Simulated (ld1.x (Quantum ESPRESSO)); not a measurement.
Which change was made? (Br, TM)

Br (Z = 35), norm-conserving Troullier–Martins (Kleinman–Bylander form), made with ld1.x (Quantum ESPRESSO) 7.5 (revPBE, scalar-relativistic). Core [Ar], reference 3d10 4s1.75 4p5.25. Waves: 4s (bound): rc 1.20 bohr; 4p (bound): rc 1.20 bohr; 3d (bound): rc 0.65 bohr. Local part: all-electron potential smoothed inside 1.05 bohr (lloc = -1). Core correction: a·sin(br)/r model core inside 0.50 bohr.

Cutoffs, loose and tight: the cutoffs (Ry, on a coarse ladder) from which the occupation-weighted sum of valence levels, in a spherical-Bessel basis at the reference potential, stays within 10 and 1 mRy of its value at 400 Ry. They do not see the model core or the augmentation charge, which bear on the density cutoff. Test errors are all-electron minus pseudo excitation energies from the reference, over the configurations 3d10 4s2 4p5; 3d10 4s2 4p4; 3d10 4s2 4p3; 3d10 4s1 4p6; 3d10 4s1 4p5; 3d9 4s2 4p5; 3d9 4s2 4p6; variants that change the core or the reference have their own tests. The largest error is taken over the tests solved by every variant that gives reliable tests at all, those not shown here included: 3d10 4s1 4p5; 3d10 4s1 4p6; 3d10 4s2 4p3; 3d10 4s2 4p4.

The base gives: outcome: generated; bound ghosts: s; largest test error (meV): +21.

After one change the result is: outcome: generated; bound ghosts: s; largest test error (meV): +18. Which change was it?
A. local potential all-electron potential smoothed inside 0.64 bohr (lloc = -1)
B. local potential all-electron potential smoothed inside 0.50 bohr (lloc = -1)
C. local potential all-electron potential smoothed inside 1.38 bohr (lloc = -1)
D. local potential all-electron potential smoothed inside 1.10 bohr (lloc = -1)
E. local potential all-electron potential smoothed inside 0.98 bohr (lloc = -1)

D. The others give: local potential all-electron potential smoothed inside 0.98 bohr (lloc = -1) → outcome: generated; bound ghosts: s; largest test error (meV): +26 | local potential all-electron potential smoothed inside 1.38 bohr (lloc = -1) → outcome: generated; bound ghosts: none; largest test error (meV): +19 | local potential all-electron potential smoothed inside 0.50 bohr (lloc = -1) → outcome: generated; bound ghosts: s, p; largest test error (meV): +9.1 | local potential all-electron potential smoothed inside 0.64 bohr (lloc = -1) → outcome: generated; bound ghosts: s, p; largest test error (meV): -5.5.
